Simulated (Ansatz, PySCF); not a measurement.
Gas-phase reaction in SMILES: O[Si]([SiH3])([SiH3])[SiH3] + 3 [SiH4] (SiH4) -> O[SiH3] + 3 [SiH3][SiH3]
Each molecule is optimised on its own at B3LYP-D3(BJ)/def2-TZVP (Ansatz, a first-principles code), one conformer each, not searched for the lowest. Frequencies are from Ansatz or PySCF.

Wanted: bond separation energy (enthalpy at 298 K, with B3LYP-D3(BJ) rigid-rotor harmonic-oscillator terms), in kcal/mol. Valence correlation only, unless marked. No spin-orbit coupling. No relativistic terms. Basis-set limits of correlation are two-point, X^-3; Hartree-Fock from the larger set. The bracket is a focal-point correction in the basis named.

```json
[
 {"level": "BLYP-D4/def2-TZVPD", "program": "Ansatz + dftd4", "bond separation energy (kcal/mol)": "[?]"},
 {"level": "B97M-V/def2-TZVPD", "program": "Ansatz", "bond separation energy (kcal/mol)": "[?]"},
 {"level": "B3LYP-D4/def2-TZVPD", "program": "Ansatz + dftd4", "bond separation energy (kcal/mol)": "0.6"},
 {"level": "PBE0/def2-TZVPD", "program": "Ansatz", "bond separation energy (kcal/mol)": "[?]"},
 {"level": "CAM-B3LYP-D3(BJ)/def2-TZVPD", "program": "Ansatz + dftd3", "bond separation energy (kcal/mol)": "-0.5"},
 {"level": "CAM-B3LYP-D4/def2-TZVPD", "program": "Ansatz + dftd4", "bond separation energy (kcal/mol)": "-0.6"},
 {"level": "wB97M-V/def2-TZVPD", "program": "Ansatz", "bond separation energy (kcal/mol)": "[?]"},
 {"level": "RPA@PBE/cc-pV(T+d)Z", "program": "Ansatz", "bond separation energy (kcal/mol)": "-0.6"},
 {"level": "SCS-MP2/STO-3G", "program": "Ansatz", "bond separation energy (kcal/mol)": "0.3"},
 {"level": "SCS-MP2/cc-pVTZ", "program": "Ansatz", "bond separation energy (kcal/mol)": "-0.8"},
 {"level": "CCSD/STO-3G", "program": "Ansatz", "bond separation energy (kcal/mol)": "0.5"},
 {"level": "RI-MP2/CBS(cc-pV(T+d)Z,cc-pV(Q+d)Z)+[CCSD(T)-MP2]/cc-pV(T+d)Z", "program": "Ansatz", "bond separation energy (kcal/mol)": "-0.8"}
]
```

### Question
Fill in the missing entries.

### Answer

- BLYP-D4/def2-TZVPD, bond separation energy (kcal/mol): 1.5
- B97M-V/def2-TZVPD, bond separation energy (kcal/mol): -1.0
- PBE0/def2-TZVPD, bond separation energy (kcal/mol): -2.3
- wB97M-V/def2-TZVPD, bond separation energy (kcal/mol): -0.7
